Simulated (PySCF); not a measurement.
## Computed NMR parameters against published values

Mapped SMILES: `[CH3:1][CH2:2][c:3]1[cH:4][cH:5][cH:6][cH:7][cH:8]1`. Hydrogens are named by the atom that carries them.

Published estimates (parent shift plus substituent increments) and measurements: δ $^{13}$C C3 144.1; C5/C7 128.5; C4/C8 128.1; C6 125.9 ppm (estimated from measurements, as parent shift plus tabulated substituent increment; solution, CCl4; Levy, Lichter, Nelson pp. 111-112; Breitmaier, Voelter pp. 256-258, as tabulated by Wired Chemist).
δ $^{13}$C C5/C7 128.4; C4/C8 127.9; C6 125.7; δ $^{1}$H H(C5)/H(C7) 7.29; H(C4)/H(C8) 7.20; H(C6) 7.16 ppm (estimated from measurements, as parent shift plus tabulated substituent increment; solution, not stated per compound (mostly CDCl3 or CCl4); Pretsch, Buehlmann, Badertscher, Structure Determination of Organic Compounds, 4th ed. (2009)).
δ $^{13}$C C2 29.1; C1 15.8; δ $^{1}$H H(C2) 2.63; H(C1) 1.21 ppm (measured; solution, not stated per compound (mostly CDCl3 or CCl4); Pretsch, Buehlmann, Badertscher, Structure Determination of Organic Compounds, 4th ed. (2009)).

- geometry: PBE0-D3(BJ)/def2-SVP
- HF/pcSseg-1 with gauge-including orbitals
- program: PySCF 2.14.0 with density-fitted response routines
- in vacuum, a single conformation, non-relativistic Hamiltonian, rapidly exchanging positions averaged

(1) How close does the calculation come?

(2) How far are the unscaled $^{13}$C shifts from the references?

(3) How far are the unscaled $^{1}$H shifts from the references?

## Answers

(1) 
Reference values: estimated from measurements, as parent shift plus tabulated substituent increment (solution, CCl4; Levy, Lichter, Nelson pp. 111-112; Breitmaier, Voelter pp. 256-258, as tabulated by Wired Chemist).
| atoms | quantity | reference | computed | computed, scaled |
| --- | --- | --- | --- | --- |
| C3 | δ $^{13}$C | 144.1 | 153.0 | 144.2 |
| C5/C7 | δ $^{13}$C | 128.5 | 136.8 | 129.2 |
| C4/C8 | δ $^{13}$C | 128.1 | 135.5 | 128.0 |
| C6 | δ $^{13}$C | 125.9 | 132.8 | 125.5 |

Reference values: estimated from measurements, as parent shift plus tabulated substituent increment (solution, not stated per compound (mostly CDCl3 or CCl4); Pretsch, Buehlmann, Badertscher, Structure Determination of Organic Compounds, 4th ed. (2009)).
```csv
atoms,quantity,reference,computed,"computed, scaled"
C5/C7,δ $^{13}$C,128.4,136.8,129.2
C4/C8,δ $^{13}$C,127.9,135.5,128.0
C6,δ $^{13}$C,125.7,132.8,125.5
H(C5)/H(C7),δ $^{1}$H,7.29,7.50,–
H(C4)/H(C8),δ $^{1}$H,7.20,7.37,–
H(C6),δ $^{1}$H,7.16,7.34,–
```

Reference values: measured (solution, not stated per compound (mostly CDCl3 or CCl4); Pretsch, Buehlmann, Badertscher, Structure Determination of Organic Compounds, 4th ed. (2009)).
```csv
atoms,quantity,reference,computed,"computed, scaled"
C2,δ $^{13}$C,29.1,29.1,29.6
C1,δ $^{13}$C,15.8,21.4,22.5
H(C2),δ $^{1}$H,2.63,2.37,–
H(C1),δ $^{1}$H,1.21,1.20,–
```

Computed shifts are σ(ref) − σ with the named reference compound (TMS for H and C) calculated as an isolated molecule at the same level. The measured values may be among those fitted. Scaled to experiment by linear calibration (H and C: mostly CDCl3 data, vs TMS): $^{13}$C (scatter 2.1 ppm rms, 3.7 ppm with the 4 outliers that the fit left out). A few per cent of atoms miss by over 2 rms, more outside the fitted compound classes.

(2) Mean signed difference +6.69 ppm, mean absolute 6.69 ppm over 9 comparisons; the largest is +8.9 ppm at C3 (substituted aromatic carbon).

(3) Mean signed difference +0.06 ppm, mean absolute 0.17 ppm over 5 comparisons; the largest is -0.26 ppm at H(C2) (hydrogen on an sp3 CH2 on an aromatic ring).

14 of the 24 published NMR values on file for this molecule are compared.
